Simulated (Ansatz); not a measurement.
An input meant for the cluster GaSb₂⁻ (charge -1, singlet).

```yaml
crystal:
  periodic: [false, false, false]
  atoms:
    - {symbol: Ga, position_ang: [-0.774490, -1.605439, -0.183501]}
    - {symbol: Sb, position_ang: [1.700678, 0.386453, 0.023337]}
    - {symbol: Sb, position_ang: [-0.821425, 1.279704, -0.039294]}
basis:
  gaussian: {orbitals: STO-3G}
total_charge: -1
hamiltonian: {xc: {name: B3LYP5}}
scf: {omitted_lower_state_checks: [starts]}
relax: {f_tol: 0.001, max_steps: 2}
```

```sh
$ ansatz run in.yaml --threads 4 --pin off --events-out ev --progress --plain --max-ram 3916MiB
```

Task: Predict how Ansatz answers.

Result: The SCF steps converged, but the relaxation ran out of steps. The relaxation is allowed too few steps for its threshold.
```
Functional definition: B3LYP5
732 factors; integrals over basis functions are off by at most 1.2e-5 eV
mean field evaluation 1: about -390938.4264 eV, gradient 9.5e1 eV
mean field evaluation 2: about -391927.5887 eV, gradient 4.9e1 eV
mean field evaluation 4: about -392064.5572 eV, gradient 3.0e1 eV
mean field evaluation 8: about -391797.3434 eV, gradient 2.6e2 eV
mean field evaluation 16: about -392074.0318 eV, gradient 3.0e-2 eV
mean field evaluation 32: about -392074.0310 eV, gradient 2.5e-1 eV
mean field evaluation 64: about -392074.0720 eV, gradient 4.0e-5 eV
mean field -392074.07197242 eV, -14408.4563876353 hartree, gradient 5.4e-7 eV, S^2 0.000000; 2 other end points of the search recorded, 0 dependent functions left out
reference -392074.07217843 eV, -14408.4563952062 hartree; 67, 67 occupied and 5, 5 virtual orbitals, 732 factors
relax step   1: F+E_penalty+E_count = -392074.07197242 eV  Δ(F+E_penalty+E_count) = +0.000e0 eV  max|allowed force component| = 3.466e0 eV/Å  Δτ_max = 0.0000 Å  (425 SCF iters, accepted)
732 factors; integrals over basis functions are off by at most 2.2e-5 eV
mean field evaluation 96: about -392075.2052 eV, gradient 4.0e-4 eV
mean field -392075.20521839 eV, -14408.4980336568 hartree, gradient 5.1e-6 eV, S^2 0.000000; 0 other end points of the search recorded, 0 dependent functions left out
reference -392075.20541922 eV, -14408.4980410371 hartree; 67, 67 occupied and 5, 5 virtual orbitals, 732 factors
relax step   2: F+E_penalty+E_count = -392075.20521839 eV  Δ(F+E_penalty+E_count) = -1.133e0 eV  max|allowed force component| = 3.077e0 eV/Å  Δτ_max = 0.1982 Å  (138 SCF iters, accepted)
Error: geometry relaxation did not converge after 2 steps: max|allowed force component| = 3.08e0 eV/Å (threshold 1.0e-3). Raise `relax.max_steps` over both its present limit and 2, loosen `relax.f_tol`, or start from a geometry closer to equilibrium. Where this run's directory can be resumed (`checkpoint.write`), a resume goes on for up to `relax.max_steps` more
```
